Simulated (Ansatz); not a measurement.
# From computed data to an observable: hopping rate and mobility from the reorganisation energy

dithienothiophene (C8H4S3), SMILES c1cc2sc3ccsc3c2s1.

Geometry: PBE0-D3(BJ)/def2-SVP.

Four-point relaxation energies from PBE0-D3(BJ)/def2-SVP (Ansatz, a quantum-chemistry and plane-wave program), gas phase: hole: ion 175 meV, neutral 172 meV. Assume, for the exercise, a transfer integral of 50 meV, an outer reorganisation energy of 50 meV, equal site energies, a hop of 4.0 Å along one direction and 298.15 K (kT = 25.69 meV).

**Question.** Find the Marcus rate and the mobility.

**Answer.** 
k = (2π/ħ) t² (4π λ kT)^(−1/2) exp(−λ/4kT), ħ = 6.582×10⁻¹³ meV s; for a chain D = k a² and μ = e D/kT.
Hole: λ = 175 + 172 + 50 = 397 meV, barrier λ/4 = 99 meV, k = 1.4e12 s⁻¹, μ = 0.087 cm²/(V s).
The rate is non-adiabatic hopping, which holds while t is well under λ. Disorder and quantum modes are left out.
